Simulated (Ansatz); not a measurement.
Input file for Ansatz (a first-principles code): R-r2SCANh/def2-TZVPP on CrO3 (SMILES [O]=[Cr](=[O])=[O]), 2S+1 = 1, a spin state set in the input, which need not be the lowest.

Ansatz 0.2 input:
```yaml
crystal:
  periodic: [false, false, false]
  atoms:
    - {symbol: Cr, position_ang: [0.13219501, -0.09976248, -0.18683873]}
    - {symbol: O, position_ang: [-1.10874411, -1.06688988, -0.08689162]}
    - {symbol: O, position_ang: [-0.14820050, 1.29576786, -0.86442394]}
    - {symbol: O, position_ang: [1.06686188, -0.06215022, 1.08211014]}
basis:
  gaussian:
    orbitals: def2-TZVPP
hamiltonian:
  xc: {name: r2SCANh}
```

Program output:

```
WARN ansatz: RAYON_NUM_THREADS=4 ignored (pool sized by the plan → 4); use --threads N
Functional definition: r2SCANh
integrals: 0.07 GiB planned
896 factors; their error is unknown
mean field: 0.69 GiB planned
mean field evaluation 1: about -34537.4734 eV, gradient 1.3e2 eV
mean field evaluation 2: about -34039.6935 eV, gradient 6.0e2 eV
mean field evaluation 4: about -34556.9150 eV, gradient 5.7e1 eV
mean field evaluation 8: about -34560.5233 eV, gradient 7.7e-1 eV
mean field evaluation 16: about -34560.5831 eV, gradient 2.9e-4 eV
mean field -34560.58314027 eV, -1270.0780044002 hartree, gradient 8.2e-5 eV, S^2 0.000000; 0 other end points of the search recorded, 0 dependent functions left out
reference -34560.58315437 eV, -1270.0780049186 hartree; 24, 24 occupied and 133, 133 virtual orbitals, 896 factors
Total energy: -34560.58315437 eV, -1270.0780049186 hartree
```

The calculation finished and met its thresholds.

Cost: roughly 5 core-seconds.
